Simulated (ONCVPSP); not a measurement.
# What one change does to a pseudopotential (W (Z = 74), ONCV)

W, optimised norm-conserving Vanderbilt (ONCV), made with ONCVPSP 4.0.1 (PBE, scalar-relativistic). Core [Kr] 4d10 4f14, reference 5s2 5p6 5d3 (charge +3). Waves: 5s: rc 1.65 bohr, ncon 4, nbas 8, qcut 8.7 1/bohr, local; 5p: rc 1.65 bohr, ncon 4, nbas 7, qcut 9 1/bohr, 1 projector; 5d: rc 2.60 bohr, ncon 4, nbas 8, qcut 5.5 1/bohr, 3 projectors, debl 2.8 Ha. Local part: the s channel. Core correction: Teter function, fcfact 3.5, rcfact 1.35.

Change: s: qcut 6.5; p: qcut 6.7; d: qcut 4.1.

Cutoffs: the cutoffs (Ha) at which the residual kinetic energy of the hardest occupied pseudo-wave falls to 1 and 0.1 mHa per electron; they do not see the model core or the augmentation charge, which bear on the density cutoff. Errors are all-electron minus pseudo energies relative to the spin-unpolarised reference configuration.

Problem. Predict the effect on cutoff, ghosts and configuration errors.

Solution. The potential gets neither clearly harder nor softer (25 Ha and 31 Ha → 17 Ha and 34 Ha); the s channel sets the loose cutoff, while the largest relative change is in p, which becomes softer; the number of tests with a reliable result goes from 4 to 2; neither file shows a bound ghost.

| quantity | base | changed |
| --- | --- | --- |
| cutoff, loose | 25 Ha | 17 Ha |
| cutoff, tight | 31 Ha | 34 Ha |
| loose cutoff by channel | s 25 Ha, p 25 Ha, d 11 Ha | s 17 Ha, p 17 Ha, d 15 Ha |
| bound ghosts | none | none |
| GHOST(+) flags under 300 eV | none | none |
| tests with a reliable result | 4 of 4 | 2 of 4 |
| error for 5s2 5p6 5d4, meV [ΔE -25.38 eV] | +22 | +67 |
| error for 5s2 5p6 5d5, meV [ΔE -40.25 eV] | +55 | +171 |
| s: phases at 1.67 bohr within 0.05 rad from the reference energy up to (Ha; the scan ends near 5) | -1.8 | -2.5 |
| p: phases at 1.67 bohr within 0.05 rad from the reference energy up to (Ha; the scan ends near 5) | -0.0 | 0.1 |
| d: phases at 2.63 bohr within 0.05 rad from the reference energy up to (Ha; the scan ends near 5) | to the end of the scan | to the end of the scan |
| rms error of d²Exc/dni dnj with the model core, mHa | 1.50 | 1.91 |
